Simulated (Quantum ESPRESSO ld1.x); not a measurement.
In38+, 11 electrons, occupied as [Ne] 3s1 (the NIST ground configuration). Method: scalar-relativistic Kohn-Sham, LDA (Slater exchange, Perdew-Zunger correlation), spin-polarised, spherical densities, point nucleus; open shells are filled with parallel spins first; computed with ld1.x of Quantum ESPRESSO 7.5.

Radial electron density D(r) = 4 pi r^2 rho(r):

r (bohr),D(r) (e/bohr),spin D(r)
0.001974,4.668,0.0625
0.00245,6.668,0.0890
0.00304,9.419,0.125
0.003773,13.12,0.173
0.004683,17.96,0.234
0.005859,24.32,0.312
0.007271,31.70,0.398
0.009024,39.98,0.484
0.0112,48.43,0.555
0.0139,55.86,0.584
0.01739,60.91,0.540
0.02158,61.93,0.408
0.02679,58.99,0.208
0.03325,53.85,0.0288
0.04159,50.13,0.0308
0.05162,51.98,0.366
0.06407,59.78,0.990
0.07951,68.49,1.52
0.09869,69.50,1.40
0.1235,56.96,0.526
0.1532,36.30,0.00257
0.1902,18.12,1.11
0.236,8.775,3.37
0.2929,5.491,4.42
0.3665,3.193,3.09
0.4548,1.187,1.18
0.5645,0.2314,0.231
0.7006,0.02061,0.0206
0.8695,0.0007129,0.000713

D(r) has 2 maxima, at r = 0.0204, 0.0904 bohr, and minima at 0.0436 bohr, inside which lie 2.08 electrons.
